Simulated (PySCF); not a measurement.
Molfile (atoms numbered from 1):
```
CH6N2OSi
     RDKit          3D

 11 10  0  0  0  0  0  0  0  0999 V2000
   -1.4579   -0.6985    0.6283 N   0  0  0  0  0  0  0  0  0  0  0  0
   -0.9150    0.6656   -0.3205 Si  0  0  0  0  0  4  0  0  0  0  0  0
    0.9733    0.4747   -0.6383 C   0  0  0  0  0  0  0  0  0  0  0  0
    1.5575   -0.5286    0.0610 N   0  0  0  0  0  0  0  0  0  0  0  0
    1.5673    1.2255   -1.3909 O   0  0  0  0  0  0  0  0  0  0  0  0
   -2.0956   -0.5193    1.3972 H   0  0  0  0  0  0  0  0  0  0  0  0
   -1.7374   -1.5475    0.1465 H   0  0  0  0  0  0  0  0  0  0  0  0
   -1.1358    1.8921    0.4986 H   0  0  0  0  0  0  0  0  0  0  0  0
   -1.5855    0.8146   -1.6469 H   0  0  0  0  0  0  0  0  0  0  0  0
    0.9932   -1.0869    0.6907 H   0  0  0  0  0  0  0  0  0  0  0  0
    2.5571   -0.6832   -0.0138 H   0  0  0  0  0  0  0  0  0  0  0  0
  1  2  1  0
  2  3  1  0
  3  4  1  0
  3  5  2  0
  1  6  1  0
  1  7  1  0
  2  8  1  0
  2  9  1  0
  4 10  1  0
  4 11  1  0
M  END
```

Geometry: PBE0-D3(BJ)/def2-SVP; GIAO shifts from PySCF 2.14, gas phase, non-relativistic, averaged over equivalent atoms.

At PBE0/pcSseg-1 (122 basis functions, 8.7 s wall time on 1 thread of an Arm Neoverse V1, shared host):
| atoms | δ (ppm) |
| --- | --- |
| N4 | 133.0 |
| N1 | 9.3 |
| Si2 | -53.5 |
| C3 | 179.4 |
| O5 | 481.2 |
| H10/H11 | 5.83 |
| H8/H9 | 4.51 |
| H6/H7 | 0.35 |

Referencing at the same level of theory: $^{15}$N (265.67 ppm) against NH3; $^{29}$Si (351.99 ppm), $^{13}$C (184.41 ppm), $^{1}$H (31.27 ppm) against TMS; H2O for $^{17}$O (334.56 ppm).

Question: Estimate the result of repeating the calculation with CAM-B3LYP/pcSseg-2.

Answer: 
| atoms | δ at CAM-B3LYP/pcSseg-2 | change |
| --- | --- | --- |
| N4 | 131.8 | -1.2 |
| N1 | 11.5 | +2.2 |
| Si2 | -56.2 | -2.7 |
| C3 | 193.2 | +13.8 |
| O5 | 468.0 | -13.2 |
| H10/H11 | 6.04 | +0.21 |
| H8/H9 | 4.50 | -0.01 |
| H6/H7 | 0.52 | +0.17 |

Scale: NH3 for $^{15}$N (261.83 ppm); $^{29}$Si (328.96 ppm) and $^{13}$C (182.55 ppm) and $^{1}$H (31.34 ppm) vs TMS; $^{17}$O (329.76 ppm) vs H2O (reference shieldings calculated alike).

The largest change is at C3 (carbonyl carbon). Cost: 271 basis functions, 38 s wall time on 1 thread of an Arm Neoverse V1, shared host.

Hydrogen bonding in solution deshields acid and N–H amide carbonyl carbons by as much as 10 ppm beyond these values. Unscaled 17O shifts of doubly bonded oxygen tend to come out too high, by tens of ppm or more. Experimental scales use liquid or dissolved standards, which lie at an offset from isolated NH3 (liquid NH3: subtract about 20 ppm) and H2O (liquid H2O: subtract about 36 ppm).
